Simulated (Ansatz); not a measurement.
Species: chloro-difluoro-methylsilane, CH3ClF2Si, net charge 0, singlet state. 
Coordinates optimised at B3LYP-D3(BJ)/def2-TZVP (Ansatz, a program for electronic structure):
```
Si
F 1 1.5879
F 1 1.5879 2 106.57
C 1 1.8366 2 110.91 3 -120.83
H 4 1.0906 1 110.47 2 179.12
H 4 1.0906 5 108.44 1 -121.19
H 4 1.0915 5 108.60 6 -117.85
Cl 1 2.0400 2 107.80 3 115.51
```

Basis-set convergence of Hartree-Fock and CCSD(T) correlation energies (hartree) with Ansatz. Correlated levels leave the core frozen unless marked. No spin-orbit coupling. No relativistic terms.

| basis | functions | E(HF) | E(corr, CCSD(T)) | rough core time |
|---|---|---|---|---|
| cc-pV(D+d)Z | 103 | -987.14633 | -0.79715 | under 20 s |
| cc-pV(T+d)Z | 210 | … | … | 110 s |

Problem. What belongs in the gaps?

Solution. 
- cc-pV(T+d)Z, E(HF): -987.27676
- cc-pV(T+d)Z, E(corr, CCSD(T)): -1.04659
